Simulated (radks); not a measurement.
Values are calculated unless marked as measured or tabulated.
Spherical quantum dot in the effective-mass picture: electrons in a hard-walled sphere of radius 7.44, with a point charge +2 (a donor) at the centre, all in effective atomic units (hartree* = m*/eps^2 hartree, bohr* = eps/m* bohr), one dielectric constant everywhere. Level of theory: non-relativistic Kohn-Sham, LDA (Slater exchange, Perdew-Wang correlation), spin-polarised, spherical densities (a radial shooting solver with Libxc functionals). Levels are named by radial order and angular momentum (1s, 1p, 1d, 2s, ...), and open shells are averaged over m.

N = 15, configuration 1s2 1p6 1d(up 5, down 0) 2s2. This is the lowest configuration that the search found. Occupied and some empty levels:

level    occupation  eigenvalue (hartree*)  <r> (bohr*)
1s up             1                 1.9582        1.025
1s down           1                 1.9585        1.011
2s up             1                 2.1918        5.200
2s down           1                 2.2269        5.188
1p up             3                 2.2269        5.291
1p down           3                 2.2625        5.269
1d up             5                 2.3054        5.435
1d down           0                 2.3419        5.426
1f up             0                 2.4141        5.556
1f down           0                 2.4510        5.553
1g up             0                 2.5507        5.661
1g down           0                 2.5878        5.662
2p up             0                 2.6706        3.720
2p down           0                 2.6882        3.688

Energy (hartree*): total 12.7525, kinetic 6.3805, external -11.690, Hartree 21.684, exchange-correlation -3.6223.
